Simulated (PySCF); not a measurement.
## Structure elucidation problem

The spectra below were simulated for a compound C$_{9}$H$_{15}$F.

¹H NMR (400 MHz, computed): δ 6.20 (m, 1H), 5.86 (m, 1H), 4.98 (m, 1H), 2.68 (m, 1H), 2.12 (m, 1H), 2.01 (m, 1H), 1.97 (m, 1H), 1.96 (m, 1H), 1.53 (m, 1H), 1.07 (d, 3H), 1.04 (d, 3H).

¹³C{¹H} NMR (computed): δ 135.5 (CH), 132.4 (CH), 95.1 (CH), 48.3 (CH), 33.8 (CH), 32.2 (CH2), 25.0 (CH3), 24.0 (CH2), 20.5 (CH3).

Non-relativistic, in vacuum, one computed conformer, equivalent nuclei averaged. NMR shieldings at PBE0/pcSseg-1/GIAO; GFN2-xTB structure; PySCF 2.14.0 with density-fitted response routines.

Shifts are taken against calculated references (same method and geometry level): ¹H (31.72 ppm) and ¹³C (186.93 ppm) against TMS.

Q: What is the structure?

A: 
- The formula gives 2 degrees of unsaturation (1 ring in the answer).
- 9 carbon signals for 9 carbons: no two carbons are equivalent.
- Carbon types of the structure: 5 × CH, 2 × CH2, 2 × CH3, which accounts for all hydrogens.
- δC 135.5, 132.4: alkene CH; the olefinic region.
- δC 95.1: sp3 CH bonded to F; deshielded by the electronegative neighbour.
- δC 32.2: sp3 CH2 in a ring; aliphatic region, no heteroatom directly attached.
- δC 25.0, 20.5: methyl carbon; aliphatic region, no heteroatom directly attached.
- δH 6.20, 5.86: hydrogen on an alkene CH; attached to an sp2 carbon and in the plane of the double bond.
- δH 4.98: hydrogen on an sp3 CH bonded to F; its carbon carries F, an electronegative neighbour.
- δH 1.96: hydrogen on an allylic sp3 CH; allylic position.

These data were computed for SMILES CC(C)[C@@H]1C=CCC[C@@H]1F.

The shifts were computed for this structure.

Splittings by ¹⁹F in the carbon and heteronuclear signals aren't shown, as no couplings were computed. Shifts are as computed. Against solution values, carbons near 30 ppm lie about +3 ppm off and those near 130 ppm about +5 ppm. Of 1309 compounds with measured shifts, 239 miss one by over three times the rms of a fit or turn the order of signals round; such compounds aren't used in these exercises. Multiplicities follow the n + 1 count of equivalent neighbours, as no J values were calculated; m marks all less simple cases, F and P coupling included.
